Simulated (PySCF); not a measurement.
C₂H₆N (SMILES [CH2-]NC), charge -1, singlet, at a GFN2-xTB geometry (in this run its highest filled SCF level lies above zero, so its values depend strongly on the basis, on diffuse functions most of all). Base run: PBE0/STO-3G (PySCF).

Here is a job for PySCF.
```python
from pyscf import gto, scf, dft

mol = gto.Mole()
mol.atom = '''
    C     0.068388   -0.343447    1.280013
    N    -0.020316    0.577285    0.030283
    C    -0.014644   -0.232449   -1.156616
    H     0.074469    0.429802    2.123582
    H    -1.001283   -0.749206    1.345617
    H     0.851123    1.116069    0.047208
    H     0.820505   -0.966737   -1.224493
    H     0.018715    0.396171   -2.064198
    H    -0.943784   -0.811711   -1.180078
'''
mol.basis = 'sto-3g'
mol.charge = -1
mol.spin = 0
mol.verbose = 4
mol.build()

mf = dft.RKS(mol)
mf.xc = 'pbe0'
mf.kernel()
mo_i, mo_e, stable_i, stable_e = mf.stability(internal=True, external=True, return_status=True, nroots=6, tol=1e-6)
print('internally stable:', stable_i, ' externally stable:', stable_e)
if not stable_e:
    umf = mf.to_uhf() if not hasattr(mf, 'xc') else mf.to_uks()
    umf.scf_summary = {}
    umf.kernel(umf.make_rdm1(mo_e, umf.mo_occ))
mf.analyze()
```

The bond that is stretched is that between atoms 8 and 3. A test that says stable can miss a lower solution.

The base run was repeated with changes; each row names its change, and settings that it needs were set with it.

| change | ΔE vs base (kcal/mol) | <S^2> | E after following the instability (Eh) | <S^2> there | HOMO-LUMO gap (eV) | stability test says | outcome |
|---|---|---|---|---|---|---|---|
| base | 0.000 | 0.000 | - | - | 9.11 | stable | converged |
| bond × 1.25 | 20.77 | 0.000 | - | - | 4.52 | stable | converged |
| bond × 1.5 | 57.25 | 0.000 | - | - | 1.78 | stable | converged |
| bond × 1.8 | 92.8 | 0.000 | -132.33331 | 0.51 | 1.51 | external instability | converged |
| bond × 2.2 | 122.6 | 0.000 | -132.30691 | 0.83 | 1.46 | external instability | converged |
| bond × 3.0 | - | - | - | - | - | - | not converged |

Where a bond breaks into two radicals, a solution with restricted orbitals usually stops being the lowest and lies too high; an unrestricted one lies lower at the price of spin contamination, which <S^2> shows.
